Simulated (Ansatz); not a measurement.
Two structures of CH7NZn, closed shell, reached by relaxing down either side of one saddle point (PBE0-D4/def2-TZVP). Energies are electronic, without zero-point energy. Computed with Ansatz 0.2.0 (basis: def2-TZVPP and def2-QZVPP); correlated methods freeze the cores. The 3s and 3p shells of Cu and Zn are frozen; filled d shells are correlated. Extrapolation: Hartree–Fock as exp(−7.88 √X), correlation as X^−2.97. First:

Zn1  (-0.179, 0.688, -0.861)
H2  (-0.647, 0.648, -2.357)
C3  (0.451, 1.400, 0.864)
H4  (-1.182, -1.951, -0.753)
N5  (-0.325, -1.566, -0.374)
H6  (0.606, 2.481, 0.848)
H7  (-0.269, 1.185, 1.662)
H8  (1.400, 0.936, 1.154)
H9  (0.445, -2.065, -0.805)
H10  (-0.300, -1.755, 0.621)
(Å)

Second:

```xyz
10
angstrom
Zn 0.3320 0.0015 0.5686
H -1.8606 -0.9223 -3.2337
C 0.8154 1.6386 1.4625
H -1.4832 -1.0148 -2.5911
N -0.1831 -1.4760 -0.3718
H 1.2985 2.3306 0.7687
H -0.0714 2.1331 1.8663
H 1.5035 1.4492 2.2890
H 0.5313 -2.0559 -0.7887
H -0.8825 -2.0841 0.0301
```

Problem. Which bonds change from the first to the second?

Solution. CH₄Zn ([CH3][ZnH]) + NH₃ → CH₅NZn ([CH3][Zn][NH2]) + H₂; bonds formed: H2–H4; dative contacts that become bonds: Zn1–N5; bonds broken: Zn1–H2, H4–N5.

Problem. Give the saddle point's structure and its height above each. (To be estimated.)

Solution. By the calculation: 36.13 kcal/mol above the first and 27.68 kcal/mol above the second (CCSD(T) at an estimated basis limit (MP2 extrapolated from triple and quadruple zeta, plus CCSD(T) − MP2 in triple zeta)).
Zn1  (-0.029, 0.088, -0.050)
H2  (-1.016, -0.008, -1.726)
C3  (0.536, 1.642, 0.975)
H4  (-0.813, -0.955, -1.422)
N5  (-0.263, -1.831, -0.525)
H6  (1.051, 2.356, 0.329)
H7  (-0.334, 2.146, 1.403)
H8  (1.207, 1.365, 1.791)
H9  (0.538, -2.385, -0.804)
H10  (-0.876, -2.418, 0.029)
(Å)

No T1 diagnostic of these runs exceeds 0.014.

The step is the kind of exchange with an N–H group that builds nitride films in atomic layer and chemical vapour deposition.

Labels in which every atom is bracketed show which atoms are joined, not bond orders.

For scale, one of the runs: CCSD(T)/def2-TZVPP, 224 basis functions, launched by `ansatz run in.yaml --threads 4 --pin off --events-out ev --progress --plain --max-ram 9574MiB`. The run took 69 s on 4 CPU threads of an Arm Neoverse V2 (shared host), with 3.6 GiB of host memory at its peak.
